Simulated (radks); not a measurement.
Sc VI, 16 electrons, occupied as [Ne] 3s2 3p4. Method: non-relativistic Kohn-Sham, PBE, spin-polarised, spherical densities, point nucleus; open shells are filled with parallel spins first; computed with a radial shooting solver on a logarithmic mesh with Libxc functionals.

Normalised radial functions P(r) = r R(r), r in bohr:

```
   r/bohr * 3p down (the largest magnitude, 1.05, reaches the edge; | marks zero)
 0.006029                             *
 0.007604                             *
 0.009589                             *
  0.01209                             *
  0.01525                             |*
  0.01923                             |*
  0.02426                             |*
  0.03059                             | *
  0.03858                             |  *
  0.04865                             |   *
  0.06135                             |     *
  0.07737                             |       *
  0.09758                             |         *
   0.1231                             |           *
   0.1552                             |             *
   0.1957                             |             *
   0.2468                             |           *
   0.3113                             |       *
   0.3925                             *
    0.495                   *         |
   0.6243          *                  |
   0.7873   *                         |
   0.9929  *                          |
    1.252      *                      |
    1.579              *              |
    1.991                     *       |
    2.511                          *  |
    3.167                            *|
```

3p down: eigenvalue -101.12 eV, 1 radial node at r = 0.390 bohr, <r> = 1.06 bohr, 90 % of the charge inside 1.60 bohr.
